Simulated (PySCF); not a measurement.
Compound: C6H2N (doublet state).
Structure used (GFN2-xTB), in Å, numbered top down from 1:
```
atom  x, y, z in Å
C1     2.312    0.648    1.932
C2     1.426    0.350    1.161
C3     0.447    0.020    0.308
C4    -0.459   -0.294   -0.463
C5    -1.448   -0.625   -1.327
C6    -1.530   -0.059   -2.589
N7    -1.611    0.404   -3.642
H8     3.079    0.908    2.598
H9    -2.203   -1.347   -1.045
```

The species is `C#CC#C[CH]C#N` [radical].

Computed, not measured: UKS B3LYP, pcH-1 on C H N, non-relativistic, mean-field spin-orbit, GIAO in PySCF 2.14.0. Isolated species at its GFN2-xTB geometry, gas phase. The geometry wasn't refined by DFT: couplings that depend on bond lengths, twists or pyramidal angles can differ widely from those at the functional's own minimum. Stability of the SCF solution: not tested. ⟨S²⟩ is 0.783 where a pure state has 0.75.

(1) Predict the first-order ENDOR lines of C4, C5, C6, C2, C3, C1, N7, H9 and H8 under fast tumbling at B = 3338.0 mT (W band).

(2) Which pairs are centred on the nuclear Larmor frequency, and which on half the coupling?

(3) At what field would the lower line of C6 fall to zero frequency?

Results:

(1) For S = 1/2 in fast tumbling each set of equivalent nuclei gives two lines, ν± = |νn ± a/2| to first order, with νn = g_N μN B/h and μN/h = 7.62259 MHz/T.

| nuclei | isotope | g_N | νn (MHz) | a_iso (MHz) | lower line (MHz) | upper line (MHz) |
| --- | --- | --- | --- | --- | --- | --- |
| C4 | 13C | 1.4048 | 35.74 | -58.09 | 6.70 | 64.79 |
| C5 | 13C | 1.4048 | 35.74 | 50.22 | 10.63 | 60.85 |
| C6 | 13C | 1.4048 | 35.74 | -45.30 | 13.10 | 58.39 |
| C2 | 13C | 1.4048 | 35.74 | -43.06 | 14.21 | 57.28 |
| C3 | 13C | 1.4048 | 35.74 | 39.28 | 16.10 | 55.38 |
| C1 | 13C | 1.4048 | 35.74 | 27.58 | 21.96 | 49.53 |
| N7 | 14N | 0.4038 | 10.27 | 5.79 | 7.38 | 13.17 |
| H9 | 1H | 5.5857 | 142.12 | -44.94 | 119.65 | 164.60 |
| H8 | 1H | 5.5857 | 142.12 | -25.55 | 129.35 | 154.90 |

The rows for 13C, of low natural abundance, apply to labelled samples.

(2) Centred on νn, since |a| < 2νn: C4, C5, C6, C2, C3, C1, N7, H9 and H8. No pair has |a| > 2νn.

(3) Where νn = |a|/2, that is B = 22.65 MHz/(1.4048 × 7.62259 MHz/T) = 2120 mT, as far as first order holds there.

Hardware: Intel Xeon at 2.50 GHz, one thread, no GPU (shared host). Cost: 77 s wall, 69 s CPU (with the writing of density and orbital grids), 0.68 GiB resident at most.
